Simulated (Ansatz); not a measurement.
Gas-phase electronic energies from Ansatz, PBE0-D4/def2-TZVP geometries. CBS: MP2 limit from def2 TZ/QZ plus the TZ coupled-cluster correction, frozen cores. Functionals use def2-TZVPP. B3LYP here is the variant with VWN-RPA as its local correlation; programs differ in this. For Br outer-core shells are correlated without core-valence functions, which leaves a few kJ/mol of doubt a bond. Scalar relativity is left out up to krypton. Each species was taken in one conformer, which may not be the lowest.

`CNBCN` + `[F][Al]([Cl])[Br]` → `NCBBr` + `C[NH][Al]([F])[Cl]`  (redistribution)

| level | ΔE (kJ/mol) |
| --- | --- |
| ωB97X-V | 108.2 |
| B3LYP | 110.5 |
| HF/def2-QZVPP | 115.5 |
| MP2/def2-QZVPP | 105.7 |

Q: What does CCSD(T)/CBS give? (Estimate.)

A: Computed: +108.1 kJ/mol. The listed levels differ from it by 0.1, 2.4, 7.4, -2.4 kJ/mol.

Largest T1 diagnostic among the species: 0.011.

In def2-TZVPP, CCSD(T) changes the Hartree–Fock value by −8.5 kJ/mol (the triples alone add −0.8 kJ/mol) and MP2 by −10.3 kJ/mol.
